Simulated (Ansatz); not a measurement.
Born–Oppenheimer molecular dynamics of H$_{4}$OSn (6 atoms, charge 0, multiplicity 1). It starts from a relaxed structure.

These are results of RKS BHLYP/def2-mTZVP (Ansatz), not measurements.

```json
{
  "ensemble": "NVE (Milne-controlled integrator)",
  "time step": "0.5 fs",
  "steps asked": "300",
  "starting velocities drawn for": "200 K",
  "masses": "H 2.014 u",
  "seed": "674024"
}
```

First frame:

```xyz
6
Properties=species:S:1:pos:R:3
Sn -0.025 -0.024 -0.060
O 0.007 -0.103 1.911
H -0.849 -0.138 2.332
H 1.619 0.014 -0.472
H -0.850 1.388 -0.541
H -0.811 -1.417 -0.650
```

Question: How far do the bonds stretch over the last three quarters of this one trajectory? (Pairs bonded in most of those frames.)

Answer: 
```json
{"bond": "Sn1–O2", "mean (Å)": "1.975", "spread (Å)": "0.016", "shortest": "1.95", "longest": "2.00"}
{"bond": "Sn1–H4", "mean (Å)": "1.700", "spread (Å)": "0.020", "shortest": "1.67", "longest": "1.73"}
{"bond": "Sn1–H5", "mean (Å)": "1.708", "spread (Å)": "0.040", "shortest": "1.65", "longest": "1.77"}
{"bond": "Sn1–H6", "mean (Å)": "1.703", "spread (Å)": "0.028", "shortest": "1.66", "longest": "1.75"}
{"bond": "O2–H3", "mean (Å)": "0.954", "spread (Å)": "0.005", "shortest": "0.95", "longest": "0.96"}
```

Mean temperature of the second half: 91 K. The conserved energy stayed within 0.0011 meV per atom of its start (net change 0 meV per atom), so the integration is sound. Over the second half the temperature averaged 0.45 of the 200 K drawn at the start: a run that starts near a minimum puts about half its kinetic energy into the potential. A run of 0.15 ps of so small a system gives no equilibrium averages.

Time of the run: 10 min on 1 thread of AMD EPYC 7R43 64-Core Processor (Zen 3), on a shared host, peak memory 0.15 GiB.
